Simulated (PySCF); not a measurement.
Cyclo-(H2SnNMe)4, C₄H₂₀N₄Sn₄.
Bonds: Sn1–N4, Sn1–N19, N4–C5, N4–Sn6, Sn6–N9, N9–C10, N9–Sn11, Sn11–N14, N14–C15, N14–Sn16, Sn16–N19, N19–C20. Hydrogens: H2, H3 on Sn1; H21, H22, H23 on C5; H7, H8 on Sn6; H24, H25, H26 on C10; H12, H13 on Sn11; H27, H28, H29 on C15; H17, H18 on Sn16; H30, H31, H32 on C20.

A GFN2-xTB structure was refined with PySCF, PBE0-D3(BJ)/def2-SVP geometry optimisation, gas phase, def2 core potentials past Kr. Its GFN2-xTB values:

| coordinate | GFN2-xTB |
| --- | --- |
| Sn1–H2 | 1.725 Å |
| Sn1–N4 | 2.000 Å |
| Sn1–N19 | 1.936 Å |
| N4–C5 | 1.559 Å |
| C5–H21 | 1.076 Å |
| Sn6–H7 | 1.631 Å |
| Sn1–N4–C5 | 113.2° |
| Sn1–N4–Sn6 | 129.3° |
| N4–Sn1–N19 | 116.3° |
| N4–Sn6–N9 | 118.3° |
| Sn6–N9–Sn11 | 121.7° |
| Sn11–N14–C15 | 115.3° |
| N14–Sn16–N19 | 115.5° |
| C15–N14–Sn16 | 114.4° |
| Sn1–N4–Sn6–N9 | -75° |
| N4–Sn1–N19–Sn16 | 86° |
| N4–Sn6–N9–C10 | -178° |
| N19–Sn1–N4–C5 | -153° |

Task: How do these coordinates change at the PBE0-D3(BJ)/def2-SVP level?

Result: 
| coordinate | PBE0-D3(BJ)/def2-SVP (Å or °) | change |
| --- | --- | --- |
| N4–C5 | 1.453 | -0.106 |
| Sn1–N19 | 2.036 | +0.100 |
| Sn6–H7 | 1.722 | +0.091 |
| Sn1–N4 | 2.050 | +0.050 |
| C5–H21 | 1.108 | +0.032 |
| Sn1–H2 | 1.719 | -0.006 |
| N4–Sn6–N9 | 105.7 | -12.6 |
| Sn1–N4–Sn6 | 121.7 | -7.6 |
| N4–Sn1–N19 | 109.8 | -6.5 |
| Sn1–N4–C5 | 119.0 | +5.8 |
| C15–N14–Sn16 | 118.1 | +3.7 |
| N14–Sn16–N19 | 113.3 | -2.2 |
| Sn6–N9–Sn11 | 119.9 | -1.8 |
| Sn11–N14–C15 | 116.0 | +0.7 |
| Sn1–N4–Sn6–N9 | -115 | -40 |
| N4–Sn1–N19–Sn16 | 62 | -24 |
| N19–Sn1–N4–C5 | -135 | +18 |
| N4–Sn6–N9–C10 | -166 | +12 |

The energy falls by 121.8 kJ/mol over 21 energy and gradient evaluations, the largest force component goes from 0.0715 to 2.4e-04 Eh/bohr, and the atoms move by 0.428 Å rms after alignment. The bond that changes most is N4–C5 (ends: nitrogen bonded to C and 2 Sn; carbon bonded to N and 3 H), which shortens by 0.106 Å. Bonds longer at the end by more than 0.005 Å: 19 of 32; shorter: 11. Among the dihedrals that turn most is N19–Sn1–N4–Sn6, from -4° to 48°. Rotational constants go from 238.2, 219.6, 138.6 to 237.8, 215.0, 137.1 MHz.

The run used 316 basis functions and 158 SCF cycles in all.

No PBE0-D3(BJ)/def2-SVP frequencies stand behind this structure, so it isn't proved a minimum. One conformer, not necessarily the lowest.
